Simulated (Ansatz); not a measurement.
Program: Ansatz 0.2.0.

A structure relaxed at PBE0-D4/def2-TZVP, charge 0, multiplicity 1:

| atom | x (Å) | y (Å) | z (Å) |
| --- | --- | --- | --- |
| Al1 | 1.856 | -0.212 | 1.726 |
| N2 | 0.811 | 0.349 | 0.376 |
| Si3 | -0.743 | -0.051 | -0.158 |
| Cl4 | -1.604 | -1.280 | 1.213 |
| C5 | -1.386 | 0.005 | -1.830 |
| O6 | -1.684 | 1.104 | -0.835 |
| H7 | 1.376 | -1.375 | 2.672 |
| H8 | 3.245 | 0.536 | 1.835 |
| H9 | 1.223 | 1.081 | -0.194 |
| H10 | -2.285 | -0.529 | -2.128 |
| H11 | -0.810 | 0.373 | -2.677 |

(1) Give its formula and SMILES.

(2) Summarise the bond lengths by kind.

Answers

(1) CH5AlClNOSi, `[AlH2][NH][Si]1(Cl)CO1`.

(2) 1 × Al–N 1.798 Å; 2 × Al–H 1.574 to 1.581 Å; 1 × N–Si 1.691 Å; 1 × H–N 1.015 Å; 1 × Cl–Si 2.033 Å; 1 × C–Si 1.792 Å; 1 × O–Si 1.636 Å; 1 × C–O 1.512 Å; 2 × C–H 1.088 Å.
